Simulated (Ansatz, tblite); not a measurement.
Cost and result up the ladder for VO(OH)3 (VO4H3) (8 atoms). Charge 0, multiplicity 1. Geometry: PBE0-D4/def2-SVP.

Cartesian coordinates in Å:
```
V -0.0002 -0.0009 0.0068
O -0.0648 -0.2153 1.5368
O -0.5334 1.6247 -0.3660
H -0.8101 2.2378 0.3249
O -1.0462 -1.1651 -0.7784
H -1.5544 -1.8105 -0.2737
O 1.6503 -0.2247 -0.5329
H 2.3588 -0.4459 0.0826
```

Ansatz on 4 threads of Arm Neoverse N1 on a shared host; xTB runs through tblite on one thread. Times are rough, summed over both states, and most runs start from the orbitals of an earlier one. PBE0-D4/def2-TZVP serves as the yardstick here, not as an exact answer. The other state is a doublet.

The xTB rows come from tblite.

Raw xTB energies of ions are shifted by several eV.

```json
{"level": "GFN1-xTB", "functions": "31", "wall time": "0.016 s", "vertical IE (eV)": "18.26", "difference from PBE0-D4/def2-TZVP (eV)": "7.03"}
{"level": "GFN2-xTB", "functions": "28", "wall time": "0.016 s", "vertical IE (eV)": "16.24", "difference from PBE0-D4/def2-TZVP (eV)": "5.01"}
{"level": "PBE-D4/def2-TZVP (with forces)", "functions": "187", "wall time": "9.5 s", "vertical IE (eV)": "10.76", "difference from PBE0-D4/def2-TZVP (eV)": "-0.47"}
{"level": "PBE0-D4/def2-TZVP", "functions": "187", "wall time": "14 s", "vertical IE (eV)": "11.23", "difference from PBE0-D4/def2-TZVP (eV)": "0.00"}
{"level": "r2SCAN-D4/def2-TZVP", "functions": "187", "wall time": "22 s", "vertical IE (eV)": "10.95", "difference from PBE0-D4/def2-TZVP (eV)": "-0.27"}
```
